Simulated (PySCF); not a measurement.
# Structure elucidation problem

The spectra below were simulated for a compound C4H7N3O2Si.

¹H NMR (400 MHz, computed): δ 8.15 (s, 1H), 5.10 (s, 3H), 3.90 (s, 3H).

¹³C{¹H} NMR (computed): δ 166.8, 149.2, 145.2, 52.7.

[PySCF 2.14.0 with density-fitted response routines: structure optimised with PBE0-D3(BJ)/def2-SVP; NMR shieldings at B3LYP/pcSseg-1/GIAO; no solvent model; fast rotation and ring inversion assumed for equivalent nuclei; relativity neglected; one computed conformer]

Chemical shifts δ = σref − σ; ¹H (σ = 31.38 ppm) and ¹³C (σ = 179.24 ppm) against TMS, all at this level.

Deduce the structure.

Answers


1. Rings plus π bonds: 4 (1 ring in the answer).
2. 4 carbon signals for 4 carbons: no two carbons are equivalent.
3. Carbon types of the structure: 2 × C, 1 × CH, 1 × CH3, leaving 3 H on heteroatoms.
4. δC 166.8: ester carbonyl carbon; lone-pair donation from the attached heteroatom keeps it upfield of a ketone carbonyl.
5. δC 149.2: substituted aromatic carbon next to a ring nitrogen.
6. δC 145.2: aromatic CH next to a ring nitrogen; the adjacent pyridine-type nitrogen withdraws density from it.
7. δC 52.7: methyl carbon bonded to O; pulled downfield by the heteroatom.
8. δH 8.15: hydrogen on an aromatic CH next to a ring nitrogen; ring current plus the neighbouring ring nitrogen.
9. δH 5.10: hydrogen on a silicon bonded to N.
10. δH 3.90: hydrogen on a methyl carbon bonded to O; its carbon carries O, an electronegative neighbour.

Structure: SMILES COC(=O)c1cnn([SiH3])n1.

The shifts were computed for this structure.

Shifts are as computed. Against solution values, carbons near 30 ppm lie about +2 ppm off and those near 130 ppm about +6 ppm (rms about the fit 1.1 ppm; single classes can miss by 10 ppm). Of 1328 compounds with measured shifts, 309 miss one by over three times the rms of a fit or turn the order of signals round; such compounds aren't used in these exercises. Signals without a measured value on file couldn't be tested in this way. No couplings were computed; multiplicities are counted from neighbouring protons, with m where these are inequivalent, close in shift, in a saturated or five-membered ring or joined by F or P, and br s for small geminal =CH2 splittings.
